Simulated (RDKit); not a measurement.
Input file for RDKit: UFF on C7H10S (SMILES CCCc1ccsc1).

```python
from rdkit import Chem
from rdkit.Chem import AllChem, rdDetermineBonds

blocks = [
'''18

C     1.93838599    0.63048511    0.79236712
C     1.65278801   -0.46879106   -0.22545687
C     0.48802776   -0.13297928   -1.17058145
C    -0.82540925    0.02698208   -0.46071040
C    -1.52279639   -1.04706700    0.17311596
C    -2.67696922   -0.65396971    0.78320220
S    -2.94199200    1.03432066    0.60050622
C    -1.48880263    1.21183193   -0.30306989
H     2.18918135    1.56996331    0.29301224
H     1.06975338    0.81546388    1.42609819
H     2.77622821    0.36221027    1.43809811
H     1.43131776   -1.40394218    0.29701737
H     2.54591839   -0.65634083   -0.82816213
H     0.39942934   -0.92464588   -1.92041624
H     0.71942529    0.78706626   -1.71343262
H    -1.17487807   -2.07083627    0.16720677
H    -3.38596528   -1.26128150    1.32130806
H    -1.19364267    2.18153020   -0.67010265
''',
]
mol = None
for b in blocks:
    f = Chem.MolFromXYZBlock(b)
    rdDetermineBonds.DetermineBonds(f, charge=0)
    mol = f if mol is None else Chem.CombineMols(mol, f)
Chem.SanitizeMol(mol)
print(Chem.MolToSmiles(Chem.RemoveHs(mol)))
ff = AllChem.UFFGetMoleculeForceField(mol, vdwThresh=100.0, ignoreInterfragInteractions=False)
e = ff.CalcEnergy()
print(f'UFF energy {e:.6f} kcal/mol')
```

Program output:

```
CCCc1ccsc1
UFF energy 41.674877 kcal/mol
```

The run finished.

Cost: roughly 0.04 core-seconds.
